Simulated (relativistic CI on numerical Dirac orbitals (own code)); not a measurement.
**Ions with 44 electrons, Ru I to Eu XX**

These numbers are calculated, not measured: Dirac-Coulomb-Breit CI, separate exchange-only KLI orbitals for each configuration, model QED (radiative potential, 1s self-energy scaled to tabulated hydrogen-like ionisation energies), unscaled Slater integrals (own radial code, finite nucleus).

CI space (outside the closed core [Ar] 3d10): 4s2 4p6 4d8, 4s2 4p6 4d7 5s, 4s2 4p5 4d9, 4s2 4p6 4d7 4f, 4s 4p6 4d9, 4s2 4p6 4d7 5p, 4s2 4p5 4d8 4f. Double excitations out of closed p, d and f shells are left out; levels of such configurations are missing from the list, as are those of other unlisted configurations, and high levels can miss mixing partners.

Energies above each ion's lowest level, in cm⁻¹. Levels are followed by their leading LS label, which can pass from one level to another where the coupling changes.

```
     Ion  4s2 4p6 4d8 3F_4  4s2 4p6 4d8 3F_3  4s2 4p6 4d8 3P_1  4s2 4p6 4d8 3P_2  4s2 4p6 4d8 3P_0
    Ru I           16639.5           18035.7                                                      
   Rh II               0.0            2230.6           12935.6           13136.4           13287.7
  Pd III               0.0            3060.2           16750.1           16865.9           17088.4
   Ag IV               0.0            4025.5           19658.2           19976.5           20001.1
    Cd V               0.0            5136.6           22487.0           16442.6           22815.4
   In VI               0.0            6383.6           25237.0           18359.9           25515.1
  Sn VII               0.0            7772.7           27954.8           20279.5           28124.8
 Sb VIII               0.0            9321.3           30729.8           22298.1           30715.2
   Te IX               0.0           11046.6           33622.5           24497.5           33328.6
     I X                 ?                 ?                 ?                 ?                 ?
   Xe XI               0.0           15091.0           39901.0           29637.4           38685.0
  Cs XII               0.0           17440.6           43335.9           32628.2           41432.9
 Ba XIII               0.0           20028.8           46994.8           35913.0           44222.6
  La XIV               0.0           22871.3           50896.5           39496.2           47047.7
   Ce XV               0.0           25984.1           55059.0           43382.1           49900.5
  Pr XVI               0.0           29383.5           59500.4           47576.8           52773.3
 Nd XVII               0.0           33086.3           64238.7           52088.7           55658.0
Pm XVIII               0.0           37109.5           69292.0           56928.8           58547.3
  Sm XIX               0.0           41470.7           74678.8           62109.8           61434.3
   Eu XX               0.0           46187.7           80417.5           67646.5           64313.2
```

(1) Fill in the row of I X.

In the calculation the lowest level changes from 4s2 4p6 4d7 5s 5F_5 to 4s2 4p6 4d8 3F_4 at Rh II.

Between Z = 60 and 63 the energy of 4s2 4p6 4d8 3F_3 follows a local power law Z^6.8. For orientation: electrostatic splittings inside a shell grow about linearly with the screened charge, excitations that change n as its square, and fine structure as its fourth power; written in Z itself the exponents are larger, since the screened charge grows faster in proportion.

The members near neutrality are the least accurate: they can be off by several eV, miss lower levels of configurations outside the list, or start from a wrong lowest level.

## Answers

(1) 4s2 4p6 4d8 3F_4 0.0, 4s2 4p6 4d8 3F_3 12964.8, 4s2 4p6 4d8 3P_1 36670.6, 4s2 4p6 4d8 3P_2 26932.9, 4s2 4p6 4d8 3P_0 35983.3 (cm⁻¹).
